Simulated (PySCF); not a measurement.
1-ethenoxypropa-1,2-diene (C₅H₆O), SMILES C=COC=C=C.

Geometry optimised at B3LYP-D3(BJ)/def2-SVP. The values are those of a single conformer.

The numbers are results of PySCF with PBE0/def2-TZVP, not measurements.

Gas-phase values at a fixed geometry.

Problem. Estimate the frontier levels, gap, dipole moment and polarisability. (Estimate from the structure and the level; the computed values follow.)

Solution. 
```yaml
highest_occupied_level: -6.63 eV
lowest_empty_level: -0.31 eV
orbital_gap: 6.32 eV
dipole_moment: 0.64 D
quadrupole, principal values (traceless, Buckingham form, about the centre of nuclear charge): -4.97, -2.73, 7.70 D·Å
mean_static_polarisability: 69.4 bohr³ (10.29 Å³)
polarisability_principal_values: 44.0, 54.1, 110.2 bohr³
```
